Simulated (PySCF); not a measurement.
**Radial density of Nb (niobium, neutral)**

UHF, [Kr] 4d4 5s1, high-spin 6D determinant. Calculation: PySCF 2.14, in def2-QZVPPD with the def2 core potential (28 electrons) (7s5p4d3f2g, 81 functions); scalar relativity through the core potential. This is the valence pseudo-density: the core potential removes the inner electrons and smooths the orbitals near the nucleus.

| r (bohr) | 4πr²ρ (e/bohr) | 4πr²(ρα − ρβ) |
| --- | --- | --- |
| 0.0646 | 2.071e-05 | 0.0000 |
| 0.109 | 0.0001436 | 0.0000 |
| 0.183 | 0.001442 | 0.0003 |
| 0.308 | 0.02556 | 0.0056 |
| 0.517 | 0.7763 | 0.0905 |
| 0.870 | 7.564 | 0.8410 |
| 1.46 | 7.603 | 2.0508 |
| 2.46 | 1.904 | 1.4826 |
| 4.14 | 0.4629 | 0.4606 |
| 6.96 | 0.03859 | 0.0386 |
| 11.7 | 0.0002439 | 0.0002 |

Energies and moments cover only the electrons outside the core potential.
